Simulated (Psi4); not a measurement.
H$_{4}$F$_{2}$O$_{2}$Si$_{2}$ (SMILES O[Si](F)(F)O[SiH3]), singlet, geometry from GFN2-xTB; MP2/def2-TZVPPD (Psi4).

Psi4 was given this input:
```
memory 2 GB

molecule mol {
0 1
  O     1.898293    0.963019   -0.173021
  Si    0.742644   -0.067209    0.216118
  F     0.605431   -0.243639    1.793665
  F     1.074741   -1.548037   -0.269527
  O    -0.604118    0.461720   -0.423231
  Si   -2.206912    0.289819   -0.697802
  H     2.798798    0.828830    0.109550
  H    -2.394361   -0.958713   -1.433322
  H    -2.504924    1.483567   -1.481278
  H    -2.874713    0.256946    0.601393
}

set basis def2-tzvppd
set reference rhf
set freeze_core true

energy('mp2')
print_variables()
```

It wrote (shortened):

```
    SCF Algorithm Type (re)set to DF.

   => Loading Basis Set <=

    Name: DEF2-TZVPPD
    Role: ORBITAL
    Keyword: BASIS

         ---------------------------------------------------------
                                   SCF
               by Justin Turney, Rob Parrish, Andy Simmonett
                          and Daniel G. A. Smith
                              RHF Reference
         ---------------------------------------------------------

  ==> Geometry <==

    Molecular point group: c1
    Full point group: C1

    Geometry (in Angstrom), charge = 0, multiplicity = 1:

       Center              X                  Y                   Z               Mass
    ------------   -----------------  -----------------  -----------------  -----------------
         O            1.847197647952     0.989172579247    -0.201659905684    15.994914619570
         SI           0.691548647952    -0.041055420753     0.187479094316    27.976926534650
         F            0.554335647952    -0.217485420753     1.765026094316    18.998403162730
         F            1.023645647952    -1.521883420753    -0.298165905684    18.998403162730
         O           -0.655213352048     0.487873579247    -0.451869905684    15.994914619570
         SI          -2.258007352048     0.315972579247    -0.726440905684    27.976926534650
         H            2.747702647952     0.854983579247     0.080911094316     1.007825032230
         H           -2.445456352048    -0.932559420753    -1.461960905684     1.007825032230
         H           -2.556019352048     1.509720579247    -1.509916905684     1.007825032230
         H           -2.925808352048     0.283099579247     0.572754094316     1.007825032230

  Running in c1 symmetry.

  Rotational constants: A =      0.12905  B =      0.04688  C =      0.04594 [cm^-1]
  Rotational constants: A =   3868.75745  B =   1405.45150  C =   1377.28255 [MHz]
  Nuclear repulsion =  415.714130700614362

  Charge       = 0
  Multiplicity = 1
  Electrons    = 66
  Nalpha       = 33
  Nbeta        = 33

  ==> Algorithm <==

  SCF Algorithm Type is DF.
  DIIS enabled.
  MOM disabled.
  Fractional occupation disabled.
  Guess Type is SAD.
  Energy threshold   = 1.00e-08
  Density threshold  = 1.00e-08
  Integral threshold = 1.00e-12

  ==> Primary Basis <==

  Basis Set: DEF2-TZVPPD
    Blend: DEF2-TZVPPD
    Number of shells: 116
    Number of basis functions: 324
    Number of Cartesian functions: 366
    Spherical Harmonics?: true
    Max angular momentum: 3

   => Loading Basis Set <=

    Name: (DEF2-TZVPPD AUX)
    Role: JKFIT
    Keyword: DF_BASIS_SCF

  ==> Integral Setup <==

  SCF_SUBTYPE=INCORE selected. In-core MEM_DF algorithm will be used.
  Using in-core AOs.

  ==> MemDFJK: Density-Fitted J/K Matrices <==

    J tasked:                   Yes
    K tasked:                   Yes
    wK tasked:                   No
    Algorithm:                 Core
    Schwarz Cutoff:           1E-12
    Mask sparsity (%):       8.1142
    Fitting Condition:        1E-10

   => Auxiliary Basis Set <=

  Basis Set: (DEF2-TZVPPD AUX)
    Blend: DEF2-UNIVERSAL-JKFIT
    Number of shells: 200
    Number of basis functions: 636
    Number of Cartesian functions: 762
    Spherical Harmonics?: true
    Max angular momentum: 4

  Minimum eigenvalue in the overlap matrix is 5.6466359503E-05.
  Reciprocal condition number of the overlap matrix is 5.3633619040E-06.
    Using symmetric orthogonalization.

  ==> Pre-Iterations <==

  SCF Guess: Superposition of Atomic Densities via on-the-fly atomic UHF (no occupation information).

   -------------------------
    Irrep   Nso     Nmo
   -------------------------
     A        324     324
   -------------------------
    Total     324     324
   -------------------------

  ==> Iterations <==

                           Total Energy        Delta E     RMS |[F,P]|

   @DF-RHF iter SAD:  -927.99589011351043   -9.27996e+02   0.00000e+00
   @DF-RHF iter   1:  -929.11031207046210   -1.11442e+00   2.27026e-03 ADIIS/DIIS
   @DF-RHF iter   2:  -929.24043098728498   -1.30119e-01   1.38654e-03 ADIIS/DIIS
   @DF-RHF iter   3:  -929.30009267008518   -5.96617e-02   1.26992e-04 ADIIS/DIIS
   @DF-RHF iter   4:  -929.30132962630114   -1.23696e-03   3.72957e-05 DIIS
   @DF-RHF iter   5:  -929.30141419402321   -8.45677e-05   1.25376e-05 DIIS
   @DF-RHF iter   6:  -929.30142367297810   -9.47895e-06   3.33328e-06 DIIS
   @DF-RHF iter   7:  -929.30142468109489   -1.00812e-06   5.18615e-07 DIIS
   @DF-RHF iter   8:  -929.30142471389695   -3.28021e-08   1.29632e-07 DIIS
   @DF-RHF iter   9:  -929.30142471564045   -1.74350e-09   4.85578e-08 DIIS
   @DF-RHF iter  10:  -929.30142471581928   -1.78829e-10   1.66555e-08 DIIS
   @DF-RHF iter  11:  -929.30142471584224   -2.29647e-11   3.24825e-09 DIIS
  Energy and wave function converged.

  ==> Post-Iterations <==

    Orbital Energies [Eh]
    ---------------------

    Doubly Occupied:

[...]
    Virtual:

[...]
    Final Occupation by Irrep:
              A
    DOCC [    33 ]
    NA   [    33 ]
    NB   [    33 ]

  @DF-RHF Final Energy:  -929.30142471584224

   => Energetics <=

    Nuclear Repulsion Energy =            415.7141307006143620
    One-Electron Energy =               -2119.8319693172288680
    Two-Electron Energy =                 774.8164139007723179
    Total Energy =                       -929.3014247158422450

Computation Completed

Properties will be evaluated at   0.000000,   0.000000,   0.000000 [a0]

Properties computed using the SCF density matrix

 Multipole Moments:

 ------------------------------------------------------------------------------------
     Multipole            Electronic (a.u.)      Nuclear  (a.u.)        Total (a.u.)
 ------------------------------------------------------------------------------------

 L = 1.  Multiply by 2.5417464519 to convert [e a0] to [Debye]
 Dipole X            :          6.3886040           -6.3727182            0.0158858
 Dipole Y            :         -3.0264963            3.2619210            0.2354246
 Dipole Z            :          3.4156453           -3.5719127           -0.1562673
 Magnitude           :                                                    0.2830134

 ------------------------------------------------------------------------------------

  //>>>>>>>>>>>>>>>>>>>>>>>>>>>>>>>>>>>//
  //               DFMP2               //
  //<<<<<<<<<<<<<<<<<<<<<<<<<<<<<<<<<<<//

   => Loading Basis Set <=

    Name: (DEF2-TZVPPD AUX)
    Role: RIFIT
    Keyword: DF_BASIS_MP2

	 --------------------------------------------------------
	                          DF-MP2
	      2nd-Order Density-Fitted Moller-Plesset Theory

	        Rob Parrish, Justin Turney, Andy Simmonett,
	           Ed Hohenstein, and C. David Sherrill
	 --------------------------------------------------------

   => Auxiliary Basis Set <=

  Basis Set: (DEF2-TZVPPD AUX)
    Blend: DEF2-TZVPPD-RI
    Number of shells: 230
    Number of basis functions: 802
    Number of Cartesian functions: 994
    Spherical Harmonics?: true
    Max angular momentum: 4

	 --------------------------------------------------------
	                 NBF =   324, NAUX =   802
	 --------------------------------------------------------
	   CLASS    FOCC     OCC    AOCC    AVIR     VIR    FVIR
	   PAIRS      14      33      19     291     291       0
	 --------------------------------------------------------

	-----------------------------------------------------------
	 ==================> DF-MP2 Energies <====================
	-----------------------------------------------------------
	 Reference Energy          =    -929.3014247158422450 [Eh]
	 Singles Energy            =      -0.0000000000000000 [Eh]
	 Same-Spin Energy          =      -0.3010533763745086 [Eh]
	 Opposite-Spin Energy      =      -0.9067607319622401 [Eh]
	 Correlation Energy        =      -1.2078141083367486 [Eh]
	 Total Energy              =    -930.5092388241789649 [Eh]
	-----------------------------------------------------------
	 ================> DF-SCS-MP2 Energies <==================
	-----------------------------------------------------------
	 SCS Same-Spin Scale       =       0.3333333333333333 [-]
	 SCS Opposite-Spin Scale   =       1.2000000000000000 [-]
	 SCS Same-Spin Energy      =      -0.1003511254581695 [Eh]
	 SCS Opposite-Spin Energy  =      -1.0881128783546881 [Eh]
	 SCS Correlation Energy    =      -1.1884640038128576 [Eh]
	 SCS Total Energy          =    -930.4898887196551414 [Eh]
	-----------------------------------------------------------

  Variable Map:
  ----------------------------------------------------------------------------
[...]
  Array Variable Map:
  ----------------------------------------------------------------------------
[...]
[...]
```
